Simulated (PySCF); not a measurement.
Input of a run (PBE0-D3(BJ)/def2-SVP geometry optimisation, gas phase, def2 core potentials past Kr (PySCF 2.14.0)), started from GFN2-xTB:
```
{"job": {"xc": "PBE0", "basis": "def2-SVP", "d3": "d3bj", "grid": 1, "maxiter": 30, "shake": 0.03, "kind": "geom"}, "charge": -1, "multiplicity": 1}
In     0.061890    -0.076250     0.011110
Cl    -0.006370    -0.029970     2.350690
Cl     2.158630     0.003800    -0.820940
Cl    -1.020330     1.935630    -0.777430
Cl    -1.118970    -1.943700    -0.825540
```

Output (energies in Eh, forces in Eh/bohr):
```
step   0  E = -2030.07405250  max force = 0.038138
step   1  E = -2030.08015762  max force = 0.004651
step   2  E = -2030.08041282  max force = 0.001465
step   3  E = -2030.08047442  max force = 0.000708
step   4  E = -2030.08047978  max force = 0.000800
step   5  E = -2030.08048020  max force = 0.000770
step   6  E = -2030.08050572  max force = 0.000611
step   7  E = -2030.08053933  max force = 0.000335
step   8  E = -2030.08052918  max force = 0.000344
step   9  E = -2030.08053762  max force = 0.000297
optimisation converged
```

Problem. Summarise the run.

Solution. The energy falls by 17.0 kJ/mol over 10 energy and gradient evaluations, the largest force component goes from 0.0381 to 3.0e-04 Eh/bohr, and the atoms move by 0.080 Å rms after alignment. The bond that changes most is In1–Cl3 (ends: indium bonded to 4 Cl; chlorine bonded to In), which lengthens by 0.137 Å. Bonds longer at the end by more than 0.005 Å: 3 of 4; shorter: 1. Among the angles that change most is Cl3–In1–Cl4, from 105.4° to 109.3°. The energy rose by more than 1e-6 Eh at step 8. The first step brought 94 % of the lowering.

Problem. What are the final bond lengths?

Solution. In1–Cl2 2.394 Å, In1–Cl3 2.394 Å, In1–Cl4 2.394 Å, In1–Cl5 2.389 Å. Numbering counts from 1 in the input's order; the species is [InCl4]- (`[Cl][In-]([Cl])([Cl])[Cl]`).

The run used 98 basis functions and 56 SCF cycles in all. The run took 50 s on Arm Neoverse V1, one thread, shared host with 32 logical CPUs at a one-minute load of 16, and the process peaked at 0.40 GiB of memory.

Stationary, but not proved a minimum. The geometry's basis has no diffuse functions, a weakness for an anion.
